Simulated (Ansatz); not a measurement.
Spectroscopic constants of AsH, multiplicity 3 (the spin of the measured ground state). No spin–orbit coupling. As is treated without relativity.

D_e counts from the fitted minimum to each atom's lowest state at the same level, without counterpoise.

Correlated levels freeze the inner cores; with def2 sets outer-core shells near the valence are correlated too.

Programs: Ansatz (an electronic-structure program). 

PBE/def2-TZVPP gives 68.21 kcal/mol for the bond energy D_e.

Problem. Predict the shift from PBE, with its sign, for: r2SCAN/def2-TZVPP, B3LYP/def2-TZVPP, wB97M-V/def2-TZVPP, B2PLYP/def2-TZVPP, CCSD(T)/def2-QZVPP.

Solution. r2SCAN/def2-TZVPP 0.96; B3LYP/def2-TZVPP 2.20; wB97M-V/def2-TZVPP 0.17; B2PLYP/def2-TZVPP -0.54; CCSD(T)/def2-QZVPP -1.63 kcal/mol. 3 of 5 lie above PBE; the widest gap is to B3LYP/def2-TZVPP.
